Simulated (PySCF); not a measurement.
NbCl2, SMILES [Nb]([Cl])[Cl] (connectivity only; charge and spin as stated), neutral, multiplicity 4. Atoms are numbered in the order given.

```xyz
3

Nb     0.0000     0.0000     0.0000
Cl     0.0000     0.0000    -2.3113
Cl     0.0000     0.0000     2.3113
```
Charge 0, spin multiplicity 4.

Coordinates come from a B3LYP-D3(BJ)/def2-TZVP optimisation. The multiplicity is an assumed one; other spin states were not compared. The def2 effective core potentials stand for the cores of Nb; spin–orbit coupling is left out.

Level of theory: B3LYP-D3(BJ)/def2-TZVP run with PySCF.

Frequencies are harmonic and unscaled.

A small imaginary wavenumber (i) marks a very flat motion, where grid noise or a shallow saddle decides the sign.

Modes within 1.5 cm⁻¹ of each other (mostly degenerate sets) share a row, with their intensities summed.

Computed normal modes with their intensities:
| mode | ν (cm⁻¹) | IR (km/mol) | moving atoms (share of kinetic energy) |
|---|---|---|---|
| 1–2 | 19i | 8.4 | Cl 57 %, Nb 43 % |
| 3 | 353 | 0.0 | Cl 100 % |
| 4 | 417 | 175.9 | Cl 57 %, Nb 43 % |
